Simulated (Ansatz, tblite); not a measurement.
Forces on Al2SiO5 at its PBE-D4/def2-SVP geometry. Charge 0, multiplicity 1.

The xTB rows come from tblite. The structure comes from a short search, and lower isomers may exist.

GFN1-xTB (tblite), largest force 2.04 eV/Å:

```xyz
8
positions Å, forces eV/Å
Al    0.011   -0.150   -0.004    0.017   -0.214   -0.006
Al   -0.259    3.221    0.072   -0.077    0.979    0.024
Si    0.205   -2.551   -0.057    0.053   -0.661   -0.016
O     0.042   -1.379   -1.273    0.052   -0.429    0.301
O     0.182   -1.422    1.210    0.017   -0.418   -0.318
O     0.329   -4.084   -0.091   -0.164    2.036    0.045
O    -0.386    4.835    0.111    0.130   -1.657   -0.040
O    -0.125    1.529    0.032   -0.028    0.364    0.010
```

GFN2-xTB (tblite), largest force 2.73 eV/Å:

```
Al -0.005 0.047 0.000
Al -0.114 1.452 0.035
Si 0.132 -1.642 -0.037
O 0.091 -0.355 1.132
O -0.037 -0.316 -1.146
O -0.220 2.723 0.060
O 0.164 -2.085 -0.050
O -0.012 0.176 0.006
```

r2SCAN-D4/def2-TZVP (Ansatz), largest force 1.49 eV/Å:

```
Al 0.019 -0.242 -0.007
Al -0.006 0.079 0.002
Si -0.009 0.101 0.001
O 0.097 -0.349 1.244
O -0.044 -0.305 -1.257
O -0.120 1.486 0.033
O 0.067 -0.850 -0.020
O -0.005 0.081 0.004
```
